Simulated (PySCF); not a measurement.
A calculated (UHF, PySCF 2.14, def2-SVP, the non-relativistic Hamiltonian (point nucleus)) atom or ion has these occupied shells.

```
shell  electrons  orbital energy (eV)  rms radius, mean of both spins (bohr)
 1s α          1              -2186.7                                  0.120
 1s β          1              -2186.3                                  0.120
 2s α          1              -215.60                                  0.562
 2s β          1              -215.13                                  0.562
 2p α          3              -158.43                                  0.540
 2p β          3              -157.59                                  0.540
 3s α          1              -30.916                                   1.99
 3s β          1              -25.444                                   1.99
 3p α          2              -19.710                                   2.34
```

**Question.** Name the element and its charge.

**Answer.** P⁺ (phosphorus, charge +1), in [Ne] 3s2 3p2, high-spin 3P determinant.
